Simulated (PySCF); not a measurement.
# Field gradients at the hydrogen positions

Species: C₄H₈OSi₂.
Geometry (PBE0-D3(BJ)/def2-SVP, Å), atoms numbered from 1 in this order:
```xyz
15
C4H8OSi2 angstrom
C     -3.297    1.309   -0.713
C     -2.657    0.662    0.096
Si    -1.670   -0.309    1.301
O     -0.248   -0.790    0.615
Si     0.737   -0.747   -0.725
C      2.400   -0.100   -0.196
C      2.668    0.249    1.067
H     -3.867    1.873   -1.430
H     -1.382    0.545    2.486
H     -2.453   -1.506    1.710
H      0.858   -2.129   -1.278
H      0.133    0.129   -1.775
H      3.194    0.000   -0.949
H      3.649    0.631    1.374
H      1.909    0.163    1.853
```

Level: PBE0/pcSseg-1 (PySCF, non-relativistic); Q(2H) = 0.00286 b; rigid geometry, the same for H and D, with no vibrational averaging.

Problem. Rank these positions by the coupling χzz of a deuteron there, largest first.
A. H8 (alkyne hydrogen)
B. H14 (vinylic hydrogen)
C. H9 (Si–H hydrogen)

Solution. A (226 kHz), B (203 kHz), C (93 kHz).

Problem. Give the electric field gradient Vzz (the principal value of largest size), its asymmetry and the 2H coupling at each hydrogen.

Solution. 
```csv
atom,bonded to,bond length (Å),Vzz (au),η,χzz (kHz)
H8,C1,1.076,0.3369,0.01,226
H9,Si3,1.489,0.1390,0.02,93
H10,Si3,1.488,0.1394,0.02,94
H11,Si5,1.494,0.1373,0.04,92
H12,Si5,1.495,0.1361,0.04,91
H13,C6,1.099,0.2997,0.04,201
H14,C7,1.096,0.3015,0.04,203
H15,C7,1.096,0.2981,0.04,200
```

Problem. Average by the element that carries the hydrogen.

Solution. on C: 208 kHz over 4 positions, mean bond length 1.091 Å; on Si: 93 kHz over 4 positions, mean bond length 1.491 Å.

Isolated species at its PBE0-D3(BJ)/def2-SVP geometry (one conformer only). A larger basis could move these couplings by a tenth or more.

These values come from a run that also computed NMR shieldings. The run took 56 s of wall time (grids of density and orbitals included) on Arm Neoverse N1, one thread, no GPU, shared host with 64 logical CPUs at a one-minute load of 60, and the process peaked at 0.82 GiB of memory.
